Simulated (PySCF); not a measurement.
C₂H₄ClFOSi, SMILES Cl[Si@@](F)(C=O)C.

The structure is a stationary point at ωB97X-D3(BJ)/def2-SVP. The structure was generated by enumeration; whether it is a known compound was not checked. Other conformers were not sampled.

Two levels are set side by side: TDDFT-PBE/def2-SVPD (PySCF) and TDDFT-B3LYP/def2-SVPD (PySCF). Vertical, same geometry. The lowest singlet is HOMO→LUMO 100 % with PBE and HOMO→LUMO 99 % with the other functional; states are paired by order. Differences are taken from unrounded values.

| quantity | TDDFT-B3LYP |
|---|---|
| lowest singlet excitation (eV) | 3.17 |
| lowest triplet excitation (TDA) (eV) | 2.48 |

Problem. What does TDDFT-PBE give, and how far is it from TDDFT-B3LYP? (Estimate from the structure and the level; the computed values follow.)

Solution. 
```
quantity                              TDDFT-PBE  TDDFT-PBE minus TDDFT-B3LYP
------------------------------------  ---------  ---------------------------
lowest singlet excitation (eV)             3.01                        -0.16
lowest triplet excitation (TDA) (eV)       2.30                        -0.18
```

A lower first singlet is the usual sign of a functional without exact exchange. Differences between two approximate levels are no errors against the true value.

Rough cost on one machine, each run with all the roots and properties that it gave: TDDFT-B3LYP against TDDFT-PBE about 4 times.
